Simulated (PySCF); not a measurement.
Screening by computed properties: pick the candidate that meets the target.

Each SMILES stands for a single optimised conformer of the isolated species (atoms past krypton carry core potentials, spin–orbit coupling is left out); the electronic structure was computed with PySCF and density fitting.

The conformers computed, where there is a choice (atom-mapped SMILES and torsion angles):
- `[CH3:1][S:2][GaH:3][CH3:4]`: C1–S2–Ga3–C4 178°

(1) Wanted: HOMO–LUMO gap below 9.7 eV (wB97X-D/def2-SVPD) and lowest singlet excitation below 5.6 eV (TDDFT wB97X-D/def2-SVPD), at PBE0-D3(BJ)/def2-SVP geometries. Which candidate meets both?
A. `Cn1cc(F)cn1`
B. `C=[CH][Sn]([CH]=C)([CH]=C)[CH]=C`
C. `Cn1ccc(F)n1`
D. `C=[CH][AlH2]`
E. `C[S][GaH][CH3]`

(2) Wanted: HOMO energy above -8.8 eV (wB97X-D/def2-SVPD) and dipole moment below 3 D (wB97X-D/def2-SVPD), at PBE0-D3(BJ)/def2-SVP geometries. Which candidate meets both?
A. `Cn1cc(F)cn1`
B. `Cn1ccc(F)n1`
C. `C[S][GaH][CH3]`
D. `C=[CH][AlH2]`

## Answers

(1) E. Computed values:
| species | HOMO–LUMO gap | lowest singlet excitation |
| --- | --- | --- |
| C[S][GaH][CH3] | 9.38 eV | 5.29 eV |
| C=[CH][AlH2] | 10.02 eV | 5.08 eV |
| C=[CH][Sn]([CH]=C)([CH]=C)[CH]=C | 10.33 eV | 5.92 eV |
| Cn1cc(F)cn1 | 10.77 eV | 6.40 eV |
| Cn1ccc(F)n1 | 10.95 eV | 6.53 eV |

(2) C. Computed values:
```
       species  HOMO energy  dipole moment
  C=[CH][AlH2]     -9.99 eV         0.84 D
   Cn1ccc(F)n1     -8.99 eV         3.96 D
   Cn1cc(F)cn1     -8.89 eV         2.74 D
C[S][GaH][CH3]     -8.76 eV         1.26 D
```
